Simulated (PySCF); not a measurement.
Vertical excitations of a molecule CH7GeNSi2 from PySCF 2.14.0 with TDA-PBE/def2-SVPD, as energy in eV (oscillator strength): 3.06 (0.000), 4.10 (0.000), 4.19 (0.000), 4.33 (0.014), 4.94 (0.038), 4.97 (0.001), 5.46 (0.070), 5.67 (0.023), 5.69 (0.024), 5.89 (0.020). Lowest triplet (TDA): 2.39 eV. Geometry: ωB97X-D3(BJ)/def2-SVP. Other conformers were not sampled.

Problem. Which molecule gave these data?
(A) [GeH3][C]1=N[SiH2][SiH2]1
(B) [SiH3][C]1=N[SiH2][GeH2]1
(C) [GeH3][Si@@H]1C=N[SiH2]1
(D) [SiH3]C1=[N][GeH2][SiH2]1

Solution. B, [SiH3][C]1=N[SiH2][GeH2]1
